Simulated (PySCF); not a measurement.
# How methods differ on the ionisation energy of Pm(2+)

Pm(2+) [Xe] 4f5 [4f5/2^5, M_J = 5/2] → Pm(3+) [Xe] 4f4 [4f5/2^4, M_J = 4], as a difference of total energies. All numbers are calculated (PySCF 2.14, the two-component X2C-1e Hamiltonian, in x2c-QZVPPall-2c (16s16p12d6f4g1h, 213 functions)). Correlated levels: [Ar] 3d10 frozen; the 40 highest virtual spinors dropped. "Screened" scales the spin-orbit matrix elements by Boettger's factors to mimic the two-electron term; Breit and QED terms are absent.

| method | ionisation energy (eV) |
| --- | --- |
| GHF (spin-free) | 20.003 |
| GMP2 (spin-free) | 22.569 |
| GHF (screened spin-orbit) | 19.847 |
| GMP2 (screened spin-orbit) | 22.422 |

Task: How much does correlation contribute at GMP2 (screened spin-orbit)?

Result: 22.422 − (19.847) = 2.575 eV, measured against GHF (screened spin-orbit).

The spin-free rows relax to the high-spin LS determinant and lack the spin-orbit shift.

The labels give the starting determinants; with spin-orbit coupling the two ends relaxed to ⟨J²⟩ = 13.17, ⟨L²⟩ = 29.87, ⟨S²⟩ = 8.71 and ⟨J²⟩ = 23.35, ⟨L²⟩ = 41.84, ⟨S²⟩ = 5.98.

The determinant of Pm(2+) and of Pm(3+) mixes levels of different J (the jj label is only the starting occupation), so the difference between spin-free and spin-orbit rows is not the physical spin-orbit shift.

For comparison: 22.44 ± 0.08 eV (semi-empirical (NIST evaluation); NIST Atomic Spectra Database, ionization energies).
